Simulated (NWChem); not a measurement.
**Total energies of C2H2F**

```xyz
5

C     -0.8840    -0.9119     0.0000
C      0.2940    -0.3326     0.0000
F      0.4714     1.0048     0.0000
H     -1.9495    -0.7010     0.0000
H      1.2470    -0.8746     0.0000
```
Charge 0, spin multiplicity 2.

Everything below was run with NWChem. The geometry was optimised at UB3LYP/def2-SVP, a minimum by its harmonic frequencies.

Basis set: def2-TZVP (105 functions).

| method | total energy (Ha) | relative cost |
|---|---|---|
| UHF | -176.31047 | 1 |
| UMP2 | -176.82679 | under 3 |
| UB2PLYP | -177.08138 | under 3 |
| UPBE | -177.01153 | under 3 |
| UB3LYP | -177.21188 | under 3 |
| ULDA (SVWN5) | -175.84726 | 0.3 |

Total energies of different functionals aren't comparable as a measure of quality: only differences taken within one method are. The cost column gives rough processor time relative to UHF; each entry includes its own SCF.

The correlated methods keep 3 core orbitals frozen. B3LYP has NWChem's definition, with VWN1-RPA local correlation. The structure started from a generated list of species. The unpaired electrons of the parent sit in orbitals of symmetry a' (Cs labels of the run); other states weren't searched. No SCF solution was tested for a lower state. Open-shell Hartree-Fock references start from PBE0 orbitals; any time given for them includes that run.
